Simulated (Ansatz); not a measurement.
carbon monosulfide (CS), singlet, geometry from GFN2-xTB. Base run: R2SCAN/def2-TZVP (Ansatz, an electronic-structure program).

Ansatz was given this input:
Ansatz 0.2 input:
```yaml
crystal:
  periodic: [false, false, false]
  atoms:
    - {symbol: C, position_ang: [-0.00000000, -0.00000000, -1.10631145]}
    - {symbol: S, position_ang: [0.00000000, 0.00000000, 0.41486679]}
basis:
  gaussian:
    orbitals: def2-TZVP
hamiltonian:
  xc: r2scan
```

The base run was repeated with changes; each row names its change, and settings that it needs were set with it.

```json
[
 {"change": "base", "ΔE vs base (kcal/mol)": "0.000"},
 {"change": "final_grid = 10, 20, 41", "ΔE vs base (kcal/mol)": "-0.003"},
 {"change": "final_grid = 14, 28, 59", "ΔE vs base (kcal/mol)": "-0.003"},
 {"change": "point_charge = charge:-1.0 position_ang:1.349, 3.4891, -0.7307", "ΔE vs base (kcal/mol)": "-2.13"},
 {"change": "lower_state_search = light", "ΔE vs base (kcal/mol)": "0.000"},
 {"change": "lower_state_search = full", "ΔE vs base (kcal/mol)": "0.000"},
 {"change": "accuracy = high", "ΔE vs base (kcal/mol)": "0.000"},
 {"change": "fitting.mean_field = cc-pVTZ-JKFIT", "ΔE vs base (kcal/mol)": "-0.006"},
 {"change": "fitting.mean_field = def2-universal-JKFIT", "ΔE vs base (kcal/mol)": "-0.009"},
 {"change": "final_grid = 6, 12, 29", "ΔE vs base (kcal/mol)": "0.012"},
 {"change": "point_charge = charge:1.0 position_ang:-2.806, -2.4905, -0.6023", "ΔE vs base (kcal/mol)": "-2.24"}
]
```
